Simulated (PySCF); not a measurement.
H7N3OSi, SMILES N[Si](N)(N)O.

The structure is a stationary point at B3LYP-D3(BJ)/def2-SVP. Other conformers were not sampled.

Calculation: TDA-PBE/def2-SVPD in PySCF.

Vertical excitations. The molecule is in vacuum.

Q: Estimate the UV-visible absorptions. (The exact figures need the calculation; the answer reports its results.)

A: 
```tsv
state	energy (eV)	λ (nm)	f	main pairs
S1	5.27	235	0.011	HOMO→LUMO 100 %
S2	5.54	224	0.039	HOMO−1→LUMO 96 %
S3	5.63	220	0.061	HOMO−2→LUMO 95 %
S4	6.54	190	0.007	HOMO→LUMO+1 91 %
S5	6.61	188	0.004	HOMO→LUMO+2 91 %
S6	6.76	183	0.031	HOMO−3→LUMO 90 %
S7	6.81	182	0.007	HOMO−1→LUMO+2 29 %, HOMO−2→LUMO+1 25 %, HOMO→LUMO+3 21 %, HOMO−2→LUMO+2 10 %
S8	6.83	181	0.005	HOMO−1→LUMO+1 47 %, HOMO−1→LUMO+2 39 %, HOMO−2→LUMO+1 10 %
S9	6.89	180	0.030	HOMO→LUMO+3 59 %, HOMO−2→LUMO+1 29 %
S10	6.93	179	0.037	HOMO−1→LUMO+1 37 %, HOMO−2→LUMO+1 23 %, HOMO−1→LUMO+2 19 %, HOMO−2→LUMO+2 8 %
T1	5.14	241	0	HOMO→LUMO 99 %
T2	5.37	231	0	HOMO−1→LUMO 98 %
T3	5.46	227	0	HOMO−2→LUMO 98 %
T4	6.39	194	0	HOMO→LUMO+1 80 %, HOMO→LUMO+2 16 %
```
Triplets are in the Tamm–Dancoff approximation.
